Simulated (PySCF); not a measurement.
**Diatomics of P with the halogens**

MP2 with triple-zeta basis sets in PySCF, for the lowest determinant that a PBE0 search found; no spin–orbit coupling. De refers to high-spin ground-configuration atoms.

| M | basis | reference, frozen orbitals | state (unpaired electrons) | Re (Å) | ωe (cm⁻¹) | De (eV) |
| --- | --- | --- | --- | --- | --- | --- |
| F | def2-TZVPPD | UHF, 6 | triplet (π ↑↑) | 1.601 | 846 | 4.67 |
| Br | def2-TZVPPD | UHF, 14 | triplet (π ↑↑) | 2.176 | 441 | 2.72 |
| I | def2-TZVPP | UHF, 9 | triplet (π ↑↑) | 2.372 | 375 | 2.23 |

The shortest bond is that of PF (1.601 Å), the longest that of PI (2.372 Å). PF is bound most strongly (4.67 eV) and PI least (2.23 eV).

The rows differ in basis set, which adds steps of its own.

Down a group the atoms grow and get heavier, so bonds lengthen and wavenumbers fall; this series shows no clear exception.

Correlated steps freeze the inner cores (6 to 14 orbitals); shallow outer-core shells are correlated. These are scalar-relativistic numbers at best; spin–orbit coupling would shift them, the dissociation energy most. States were picked by a PBE0 search and need not be the measured ground states.
